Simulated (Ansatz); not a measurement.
Ansatz (a program for electronic structure) input for C6H7, SMILES C1C=C[C]=CC1, multiplicity 2, PBE-D3(BJ)/def2-SVP. 

Ansatz 0.2 input:
```yaml
crystal:
  periodic: [false, false, false]
  atoms:
    - {symbol: C, position_ang: [0.61152342, -1.23096242, 0.42897092]}
    - {symbol: C, position_ang: [-0.69524244, -1.22364668, 0.38888199]}
    - {symbol: C, position_ang: [-1.34587736, -0.05106699, -0.34450696]}
    - {symbol: C, position_ang: [-0.54531695, 1.22158214, -0.05522697]}
    - {symbol: C, position_ang: [0.93272955, 1.00907174, -0.22221991]}
    - {symbol: C, position_ang: [1.47685359, -0.19965287, -0.02100308]}
    - {symbol: H, position_ang: [-1.33312030, -1.99159926, 0.79338795]}
    - {symbol: H, position_ang: [-1.34550450, -0.26037742, -1.41952927]}
    - {symbol: H, position_ang: [-2.37938867, 0.06449886, -0.01747915]}
    - {symbol: H, position_ang: [-0.88182168, 2.02431461, -0.71416269]}
    - {symbol: H, position_ang: [-0.73382470, 1.54241085, 0.97771764]}
    - {symbol: H, position_ang: [1.53701056, 1.86034104, -0.50042777]}
    - {symbol: H, position_ang: [2.52863063, -0.39153814, -0.16888253]}
basis:
  gaussian:
    orbitals: def2-SVP
hamiltonian:
  xc: pbe
  dispersion: d3bj
magnetization: {spin_polarized: true, initial_magnetization: 1}
relax: {f_tol: 0.002, max_steps: 200}
```

It prints:

```
WARN ansatz: RAYON_NUM_THREADS=1 ignored (pool sized by the plan → 1); use --threads N
Functional definition: PBE
integrals: 0.06 GiB planned
1354 factors; their error is unknown
mean field: 0.47 GiB planned
mean field evaluation 1: about -6308.4947 eV, gradient 4.5e1 eV
mean field evaluation 2: about -6295.2045 eV, gradient 6.9e1 eV
mean field evaluation 4: about -6319.5462 eV, gradient 8.0e0 eV
mean field evaluation 8: about -6319.8853 eV, gradient 1.6e-1 eV
mean field evaluation 16: about -6319.8058 eV, gradient 3.0e-3 eV
mean field -6319.80584252 eV, -232.2485809944 hartree, gradient 7.2e-5 eV, S^2 0.760523; 0 other end points of the search recorded, 0 dependent functions left out
the calculation of the forces begins
reference -6319.80587317 eV, -232.2485821209 hartree; 22, 21 occupied and 97, 98 virtual orbitals, 1354 factors
relax step   1: F+E_penalty+E_count = -6320.12565597 eV  Δ(F+E_penalty+E_count) = +0.000e0 eV  max|allowed force component| = 1.340e0 eV/Å  Δτ_max = 0.0000 Å  (37 SCF iters, accepted)
these checks for a lower state are left out or cut short: starts, cluster_reference, orbital_swaps, neighbouring_geometries, increment
integrals: 0.06 GiB planned
1354 factors; their error is unknown
mean field: 0.47 GiB planned
mean field -6319.92182143 eV, -232.2528431407 hartree, gradient 2.4e-5 eV, S^2 0.761258; 0 other end points of the search recorded, 0 dependent functions left out
the calculation of the forces begins
reference -6319.92185244 eV, -232.2528442803 hartree; 22, 21 occupied and 97, 98 virtual orbitals, 1354 factors
relax step   2: F+E_penalty+E_count = -6320.23871094 eV  Δ(F+E_penalty+E_count) = -1.131e-1 eV  max|allowed force component| = 3.174e-1 eV/Å  Δτ_max = 0.0640 Å  (37 SCF iters, accepted)
these checks for a lower state are left out or cut short: starts, cluster_reference, orbital_swaps, neighbouring_geometries, increment
integrals: 0.06 GiB planned
1354 factors; their error is unknown
mean field: 0.46 GiB planned
mean field evaluation 32: about -6320.0177 eV, gradient 1.5e-2 eV
mean field -6319.93189691 eV, -232.2532134077 hartree, gradient 2.0e-5 eV, S^2 0.761394; 0 other end points of the search recorded, 0 dependent functions left out
the calculation of the forces begins
reference -6319.93192811 eV, -232.2532145545 hartree; 22, 21 occupied and 97, 98 virtual orbitals, 1354 factors
relax step   3: F+E_penalty+E_count = -6320.24762898 eV  Δ(F+E_penalty+E_count) = -8.918e-3 eV  max|allowed force component| = 1.601e-1 eV/Å  Δτ_max = 0.0512 Å  (39 SCF iters, accepted)
these checks for a lower state are left out or cut short: starts, cluster_reference, orbital_swaps, neighbouring_geometries, increment
integrals: 0.06 GiB planned
1354 factors; their error is unknown
mean field: 0.46 GiB planned
mean field -6319.92516830 eV, -232.2529661361 hartree, gradient 2.6e-5 eV, S^2 0.761580; 0 other end points of the search recorded, 0 dependent functions left out
the calculation of the forces begins
reference -6319.92519941 eV, -232.2529672793 hartree; 22, 21 occupied and 97, 98 virtual orbitals, 1354 factors
relax step   4: F+E_penalty+E_count = -6320.24117076 eV  Δ(F+E_penalty+E_count) = +6.458e-3 eV  max|allowed force component| = 5.652e-1 eV/Å  Δτ_max = 0.0290 Å  (37 SCF iters, rejected (line search))
these checks for a lower state are left out or cut short: starts, cluster_reference, orbital_swaps, neighbouring_geometries, increment
integrals: 0.06 GiB planned
1354 factors; their error is unknown
mean field: 0.47 GiB planned
mean field -6319.93411116 eV, -232.2532947798 hartree, gradient 1.5e-5 eV, S^2 0.761331; 0 other end points of the search recorded, 0 dependent functions left out
the calculation of the forces begins
reference -6319.93414232 eV, -232.2532959249 hartree; 22, 21 occupied and 97, 98 virtual orbitals, 1354 factors
relax step   5: F+E_penalty+E_count = -6320.24991875 eV  Δ(F+E_penalty+E_count) = -2.290e-3 eV  max|allowed force component| = 3.336e-2 eV/Å  Δτ_max = 0.0140 Å  (38 SCF iters, accepted)
these checks for a lower state are left out or cut short: starts, cluster_reference, orbital_swaps, neighbouring_geometries, increment
integrals: 0.06 GiB planned
1354 factors; their error is unknown
mean field: 0.46 GiB planned
mean field -6319.93425179 eV, -232.2532999478 hartree, gradient 1.5e-5 eV, S^2 0.761210; 0 other end points of the search recorded, 0 dependent functions left out
the calculation of the forces begins
reference -6319.93428292 eV, -232.2533010919 hartree; 22, 21 occupied and 97, 98 virtual orbitals, 1354 factors
relax step   6: F+E_penalty+E_count = -6320.25006381 eV  Δ(F+E_penalty+E_count) = -1.451e-4 eV  max|allowed force component| = 3.859e-2 eV/Å  Δτ_max = 0.0184 Å  (40 SCF iters, accepted)
these checks for a lower state are left out or cut short: starts, cluster_reference, orbital_swaps, neighbouring_geometries, increment
integrals: 0.06 GiB planned
1354 factors; their error is unknown
mean field: 0.47 GiB planned
mean field evaluation 64: about -6319.9345 eV, gradient 2.0e-5 eV
mean field -6319.93446965 eV, -232.2533079541 hartree, gradient 2.0e-5 eV, S^2 0.761227; 0 other end points of the search recorded, 0 dependent functions left out
the calculation of the forces begins
reference -6319.93450078 eV, -232.2533090982 hartree; 22, 21 occupied and 97, 98 virtual orbitals, 1354 factors
relax step   7: F+E_penalty+E_count = -6320.25026056 eV  Δ(F+E_penalty+E_count) = -1.967e-4 eV  max|allowed force component| = 9.292e-3 eV/Å  Δτ_max = 0.0061 Å  (31 SCF iters, accepted)
these checks for a lower state are left out or cut short: starts, cluster_reference, orbital_swaps, neighbouring_geometries, increment
integrals: 0.06 GiB planned
1354 factors; their error is unknown
mean field: 0.47 GiB planned
mean field -6319.93452283 eV, -232.2533099087 hartree, gradient 2.6e-5 eV, S^2 0.761210; 0 other end points of the search recorded, 0 dependent functions left out
the calculation of the forces begins
reference -6319.93455397 eV, -232.2533110528 hartree; 22, 21 occupied and 97, 98 virtual orbitals, 1354 factors
relax step   8: F+E_penalty+E_count = -6320.25028338 eV  Δ(F+E_penalty+E_count) = -2.282e-5 eV  max|allowed force component| = 3.582e-3 eV/Å  Δτ_max = 0.0023 Å  (30 SCF iters, accepted)
these checks for a lower state are left out or cut short: starts, cluster_reference, orbital_swaps, neighbouring_geometries, increment
integrals: 0.06 GiB planned
1354 factors; their error is unknown
mean field: 0.46 GiB planned
mean field -6319.93457618 eV, -232.2533118691 hartree, gradient 1.8e-5 eV, S^2 0.761189; 0 other end points of the search recorded, 0 dependent functions left out
the calculation of the forces begins
reference -6319.93460731 eV, -232.2533130131 hartree; 22, 21 occupied and 97, 98 virtual orbitals, 1354 factors
relax step   9: F+E_penalty+E_count = -6320.25029626 eV  Δ(F+E_penalty+E_count) = -1.288e-5 eV  max|allowed force component| = 2.942e-3 eV/Å  Δτ_max = 0.0031 Å  (29 SCF iters, accepted)
these checks for a lower state are left out or cut short: starts, cluster_reference, orbital_swaps, neighbouring_geometries, increment
integrals: 0.06 GiB planned
1354 factors; their error is unknown
mean field: 0.47 GiB planned
mean field -6319.93460468 eV, -232.2533129165 hartree, gradient 1.7e-5 eV, S^2 0.761179; 0 other end points of the search recorded, 0 dependent functions left out
the calculation of the forces begins
reference -6319.93463581 eV, -232.2533140605 hartree; 22, 21 occupied and 97, 98 virtual orbitals, 1354 factors
relax step  10: F+E_penalty+E_count = -6320.25030059 eV  Δ(F+E_penalty+E_count) = -4.324e-6 eV  max|allowed force component| = 2.004e-3 eV/Å  Δτ_max = 0.0017 Å  (30 SCF iters, accepted)
these checks for a lower state are left out or cut short: starts, cluster_reference, orbital_swaps, neighbouring_geometries, increment
integrals: 0.06 GiB planned
1354 factors; their error is unknown
mean field: 0.47 GiB planned
mean field -6319.93456869 eV, -232.2533115940 hartree, gradient 1.6e-5 eV, S^2 0.761183; 0 other end points of the search recorded, 0 dependent functions left out
the calculation of the forces begins
reference -6319.93459982 eV, -232.2533127379 hartree; 22, 21 occupied and 97, 98 virtual orbitals, 1354 factors
relax step  11: F+E_penalty+E_count = -6320.25028233 eV  Δ(F+E_penalty+E_count) = +1.826e-5 eV  max|allowed force component| = 2.553e-2 eV/Å  Δτ_max = 0.0009 Å  (29 SCF iters, rejected (line search))
these checks for a lower state are left out or cut short: starts, cluster_reference, orbital_swaps, neighbouring_geometries, increment
integrals: 0.06 GiB planned
1354 factors; their error is unknown
mean field: 0.46 GiB planned
mean field -6319.93460941 eV, -232.2533130903 hartree, gradient 6.0e-5 eV, S^2 0.761180; 0 other end points of the search recorded, 0 dependent functions left out
the calculation of the forces begins
reference -6319.93464054 eV, -232.2533142343 hartree; 22, 21 occupied and 97, 98 virtual orbitals, 1354 factors
relax step  12: F+E_penalty+E_count = -6320.25030147 eV  Δ(F+E_penalty+E_count) = -8.858e-7 eV  max|allowed force component| = 1.062e-3 eV/Å  Δτ_max = 0.0004 Å  (25 SCF iters, accepted)
integrals: 0.06 GiB planned
1354 factors; their error is unknown
mean field: 0.46 GiB planned
mean field evaluation 96: about -6295.7337 eV, gradient 6.8e1 eV
mean field -6319.93460941 eV, -232.2533130903 hartree, gradient 6.0e-5 eV, S^2 0.761180; 1 other end points of the search recorded, 0 dependent functions left out
the calculation of the forces begins
reference -6319.93464054 eV, -232.2533142343 hartree; 22, 21 occupied and 97, 98 virtual orbitals, 1354 factors
Total energy: -6320.25033260 eV, -232.2649157036 hartree
Atom 0 at     0.616784    -1.245479     0.443253 Å, force    -0.000096     0.000456    -0.000003 eV/Å
Atom 1 at    -0.717873    -1.255091     0.372936 Å, force     0.000444    -0.000654     0.000557 eV/Å
Atom 2 at    -1.358830    -0.051809    -0.322571 Å, force     0.000034    -0.000115    -0.000373 eV/Å
Atom 3 at    -0.541309     1.227918    -0.070110 Å, force     0.000181    -0.000031     0.000443 eV/Å
Atom 4 at     0.944941     1.019554    -0.251137 Å, force    -0.000083     0.000144     0.000293 eV/Å
Atom 5 at     1.503585    -0.196862     0.007785 Å, force    -0.000187    -0.000157    -0.001062 eV/Å
Atom 6 at    -1.348775    -2.079696     0.744432 Å, force    -0.000272     0.000250    -0.000259 eV/Å
Atom 7 at    -1.412751    -0.259714    -1.418383 Å, force    -0.000089    -0.000038     0.000086 eV/Å
Atom 8 at    -2.404741     0.085506     0.019725 Å, force    -0.000028    -0.000089     0.000084 eV/Å
Atom 9 at    -0.903600     2.047416    -0.723679 Å, force     0.000072     0.000015    -0.000166 eV/Å
Atom 10 at    -0.713967     1.578214     0.977895 Å, force    -0.000015     0.000271    -0.000099 eV/Å
Atom 11 at     1.577548     1.872939    -0.547880 Å, force    -0.000011     0.000003     0.000106 eV/Å
Atom 12 at     2.585638    -0.369521    -0.106745 Å, force     0.000051    -0.000056     0.000393 eV/Å
Dipole moment:    -0.135223     0.233658    -0.088331 e Å
```

Self-consistency was reached.

Cost: about 40 core-seconds (a rough figure).
